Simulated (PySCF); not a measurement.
F3Ga3S3: core ionisation energies

Compound: (FGaS)3 ring, F3Ga3S3.
Bonds: Ga1–F2, Ga1–S3, Ga1–S9, S3–Ga4, Ga4–F5, Ga4–S6, S6–Ga7, Ga7–F8, Ga7–S9.

Method: delta-SCF UKS SCAN, pcX-2 on the ionised atom, pcseg-1 elsewhere, spin-free X2C in PySCF. Vertical ΔSCF values, vacuum level as zero.

Question: What binding energy does each computed site have?

Answer: 
| atom(s) | bonded to | level | binding energy (eV) | 2p1/2 (eV) | count |
| --- | --- | --- | --- | --- | --- |
| F2/F5/F8 | Ga | F 1s | 691.25 | – | 3 |
| S3/S6/S9 | 2 Ga | S 2p3/2 | 169.72 | 170.95 | 3 |
| S3/S6/S9 | 2 Ga | S 1s | 2477.50 | – | 3 |

Question: Which photon wavelength matches the S 2p3/2 of S3/S6/S9 threshold?

Answer: λ = hc/E = 12398.42 eV Å / 169.72 eV = 73.052 Å.

The first atom of each set that the bonding makes equivalent was ionised and stands for the set. For 2p shells one spin-free hole was relaxed; a mean-field spin–orbit operator and the ground-state splitting of the three 2p orbitals were then diagonalised within the shell. The shell's mean is (2 × 2p3/2 + 2p1/2)/3, and the degeneracies 2j + 1 give areas of 2:1. 2p1/2 minus 2p3/2 (ligand field included): S 1.23 eV. No level of gallium is listed. The structure is a single PBE0-D3(BJ)/def2-SVP conformer in the gas phase; no vibrational or solvent corrections.
